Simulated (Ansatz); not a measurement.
[Ni(OH)4]2- (NiO₄H₄²⁻), relaxed as a triplet with UKS PBE-D4/def2-SVPD in Ansatz, starting from the GFN2-xTB (ALPB water) geometry. Force threshold 0.02 eV/Å.

A multiply charged anion in the gas phase is held together partly by the finite basis. The highest occupied level of the charge -2 triplet lies above zero (up to 5.29 eV). The electron is either unbound and held by the finite basis, or the level is raised by self-interaction error. At PBE-D4/def2-SVPD a singlet of charge -2 lies 0.42 eV below the triplet, each at its own geometry.

Start:

Cartesian coordinates in Å:
```
Ni -0.116 0.047 -0.282
O -0.454 1.260 1.285
H -1.210 0.879 1.747
O 1.077 1.282 -1.408
H 1.272 2.057 -0.871
O -1.880 -0.969 -0.542
H -1.730 -1.874 -0.252
O 1.069 -1.499 0.222
H 1.971 -1.184 0.101
```

(1) Estimate the energy that the relaxation releases and the steps that it takes.

(2) Does the start keep its bonding and symmetry?

(3) Predict the relaxed structure.

Answers

(1) 4.0 kcal/mol, in 11 steps; 31 s on 4 threads of Arm Neoverse V1 on a shared host. No frequencies were taken in this run, so the end may be a saddle point.

(2) By distances, no bond broke or formed. The bond that changes most is Ni1–O8, from 2.01 to 1.97 Å (atoms count from 1). Point group C2 at the start, C2 at the end, both within 0.05 Å.

(3) 
```
atom   x (Å)   y (Å)   z (Å)
 Ni1  -0.089   0.034  -0.214
  O2  -0.681   1.430   1.045
  H3  -1.491   0.942   1.296
  O4   1.403   1.150  -1.084
  H5   1.312   1.917  -0.488
  O6  -1.878  -0.968  -0.067
  H7  -1.485  -1.850   0.068
  O8   1.051  -1.572  -0.146
  H9   1.857  -1.083  -0.411
```
Bond lengths: 4 × Ni–O 1.97 to 2.06 Å; 4 × H–O 0.98 Å.
